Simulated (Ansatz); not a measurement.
A made-up structure of C$_{2}$H$_{3}$I, singlet:

```csv
atom,x (Å),y (Å),z (Å)
C1,-0.6230,0.0687,-0.4574
C2,0.3729,0.1513,0.4044
I3,1.8445,-1.3017,0.6086
H4,3.4259,-1.6580,1.1208
H5,-1.3556,0.8682,-0.5073
H6,0.5099,0.9847,1.0812
```

It is relaxed with PBE-D4/def2-SVP and then PBE0-D4/def2-TZVP (Ansatz 0.2.0). Atoms count as bonded within 1.22 times the sum of their covalent radii (H–H: 0.88 Å). The end point is not checked to be a true minimum.

**Question.** Does its bonding change? (Judge from chemistry; the calculation decides.)

**Answer.** The calculation gives: Yes. Formed: none; broken: C2–I3.

Where it ends: The first stage lowers the energy by 3.05 eV in 15 steps. It ends as a complex of C₂H₂ (C#C) + HI:
C1  (-0.638, 0.429, -0.192)
C2  (-0.149, 1.138, 0.640)
I3  (2.266, -1.490, 0.593)
H4  (3.486, -2.534, 0.762)
H5  (-1.075, -0.199, -0.933)
H6  (0.284, 1.769, 1.381)
(Å)

For scale, one of the runs: PBE0-D4/def2-TZVP relaxation, 130 basis functions, launched by `ansatz run in.yaml --threads 2 --pin off --events-out ev --progress --plain --max-ram 4352MiB`. The run took about 12 s on 2 CPU threads of an Arm Neoverse V1 (shared host).
